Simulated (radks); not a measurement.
N+, 6 electrons, occupied as [He] 2s2 2p2 (the NIST ground configuration). Method: Dirac Kohn-Sham, BLYP, spin-unpolarised, spherical densities, finite nucleus; open shells fill j = l - 1/2 first; Fermi nuclear charge, rms radius 2.5582 fm; computed with a radial shooting solver on a logarithmic mesh with Libxc functionals.

Normalised radial functions P(r) = r R(r) (large component), r in bohr:

r          2s1/2   2p1/2   2p3/2
0.01639   0.1260  0.0030  0.0029
0.01819   0.1380  0.0037  0.0036
0.02018   0.1509  0.0045  0.0044
0.02239   0.1648  0.0055  0.0054
0.02484   0.1796  0.0066  0.0066
0.02757   0.1954  0.0081  0.0080
0.03035   0.2107  0.0097  0.0096
0.03367   0.2282  0.0118  0.0117
0.03736   0.2464  0.0143  0.0142
0.04146   0.2652  0.0174  0.0172
0.046     0.2844  0.0211  0.0209
0.05104   0.3039  0.0255  0.0253
0.05664   0.3232  0.0308  0.0305
0.06284   0.3420  0.0371  0.0368
0.06973   0.3598  0.0446  0.0443
0.07676   0.3750  0.0528  0.0525
0.08517   0.3892  0.0632  0.0628
0.0945    0.4006  0.0754  0.0750
0.1049    0.4082  0.0897  0.0893
0.1164    0.4111  0.1065  0.1060
0.1291    0.4082  0.1258  0.1254
0.1433    0.3986  0.1482  0.1476
0.159     0.3809  0.1737  0.1732
0.1764    0.3543  0.2028  0.2021
0.1942    0.3209  0.2328  0.2321
0.2154    0.2743  0.2690  0.2683
0.239     0.2164  0.3090  0.3082
0.2652    0.1469  0.3527  0.3519
0.2943    0.0660  0.3998  0.3990
0.3266   -0.0256  0.4499  0.4491
0.3624   -0.1264  0.5023  0.5015
0.4021   -0.2344  0.5560  0.5552
0.4461   -0.3469  0.6098  0.6090
0.4911   -0.4516  0.6584  0.6576
0.5449   -0.5625  0.7083  0.7075
0.6046   -0.6665  0.7537  0.7530
0.6709   -0.7588  0.7924  0.7918
0.7444   -0.8347  0.8222  0.8217
0.826    -0.8899  0.8409  0.8405
0.9166   -0.9209  0.8466  0.8463
1.017    -0.9260  0.8382  0.8381
1.128    -0.9048  0.8153  0.8152
1.242    -0.8632  0.7814  0.7814
1.378    -0.7973  0.7320  0.7322
1.529    -0.7142  0.6712  0.6715
1.697    -0.6196  0.6015  0.6019
1.883    -0.5196  0.5260  0.5264
2.089    -0.4204  0.4479  0.4484
2.318    -0.3272  0.3707  0.3712
2.572    -0.2444  0.2974  0.2978
2.854    -0.1744  0.2305  0.2309
3.142    -0.1222  0.1760  0.1764
3.486    -0.0788  0.1260  0.1263
3.869    -0.0477  0.0858  0.0861
4.293    -0.0270  0.0554  0.0555
4.763    -0.0141  0.0337  0.0338

2s1/2: eigenvalue -32.323 eV, 1 radial node at r = 0.318 bohr, <r> = 1.25 bohr, 90 % of the charge inside 1.97 bohr. 2p1/2: eigenvalue -20.694 eV, 0 radial nodes, <r> = 1.28 bohr, 90 % of the charge inside 2.16 bohr. 2p3/2 (empty): eigenvalue -20.669 eV, 0 radial nodes, <r> = 1.28 bohr, 90 % of the charge inside 2.16 bohr.
